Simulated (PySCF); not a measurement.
The same groups moved round the core (styrene fluoro+silyl). Gas-phase values, no solvent. One relaxed conformer stands for each flexible species; it need not be the lowest. Strings in code marks are SMILES.

Method: PBE0-D3(BJ)/def2-TZVP // PBE0-D3(BJ)/def2-SVP (PySCF). Delta-SCF ions had no search for a lower state. Excitations are Tamm–Dancoff values on a coarser integration grid. The basis has no diffuse functions, so Rydberg states are missing or too high.

```
species                                           S1–T1 gap (TDA) (eV)  vertical ionisation energy (Delta-SCF) (eV)  S1 oscillator strength
------------------------------------------------  --------------------  -------------------------------------------  ----------------------
`c1cc(ccc1C(F)=C)[SiH3]` (F–C–C–C torsion 5°)                     1.77                                   (withheld)                   0.024
`c1cccc(c1[SiH3])C(F)=C` (F–C–C–C torsion 157°)                   1.64                                   (withheld)                   0.007
`C=C([SiH3])c1cccc(F)c1` (Si–C–C–C torsion 144°)            (withheld)                                         8.58                   0.040
`C=C([SiH3])c1ccccc1F` (Si–C–C–C torsion 145°)                    1.59                                         8.51              (withheld)
`C=Cc1c(F)cccc1[SiH3]` (C–C–C–C torsion 145°)                     1.48                                         8.53                   0.095
`C=Cc1cc([SiH3])ccc1F` (C–C–C–C torsion 3°)                       1.64                                         8.41                   0.072
```

Q: What belongs in the gaps?

A: 
- `c1cc(ccc1C(F)=C)[SiH3]` (F–C–C–C torsion 5°), vertical ionisation energy (Delta-SCF) (eV): 8.44
- `c1cccc(c1[SiH3])C(F)=C` (F–C–C–C torsion 157°), vertical ionisation energy (Delta-SCF) (eV): 8.54
- `C=C([SiH3])c1cccc(F)c1` (Si–C–C–C torsion 144°), S1–T1 gap (TDA) (eV): 1.55
- `C=C([SiH3])c1ccccc1F` (Si–C–C–C torsion 145°), S1 oscillator strength: 0.093
